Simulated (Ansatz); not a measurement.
C2H8SSi2 can be A, `[SiH3][SiH2]CC=S`, or B, `[SiH3]C[SiH2]C=S`.

Calculated with Ansatz (gas phase, PBE0-D4/def2-TZVP geometries, no zero-point term in ΔE). CCSD(T)/CBS is the MP2 limit (def2-TZVPP, def2-QZVPP) plus CCSD(T) − MP2 in def2-TZVPP, frozen cores. Functionals use def2-TZVPP. One conformer a species, not always the lowest.

(1) Which is lower in electronic energy at CCSD(T)/CBS, and by how much? (Estimate.)

(2) Give E(B) − E(A) in kcal/mol with r2SCAN-D4, CCSD(T)/def2-TZVPP, PBE0-D4, ωB97M-V, B2PLYP, CCSD/def2-TZVPP, MP2/def2-TZVPP. (An estimate is asked.)

Largest T1 diagnostic: 0.016.

Answers

(1) The calculation gave: B, by 4.6 kcal/mol.

(2) The calculation gave: r2SCAN-D4 -1.8, CCSD(T)/def2-TZVPP -4.4, PBE0-D4 -0.9, ωB97M-V -5.1, B2PLYP -3.8, CCSD/def2-TZVPP -4.7, MP2/def2-TZVPP -5.2. None reverses the order clearly.

From PBE to PBE0 (25 % exact exchange), in def2-TZVPP and without D4, E(B) − E(A) moves by −1.0 kcal/mol.
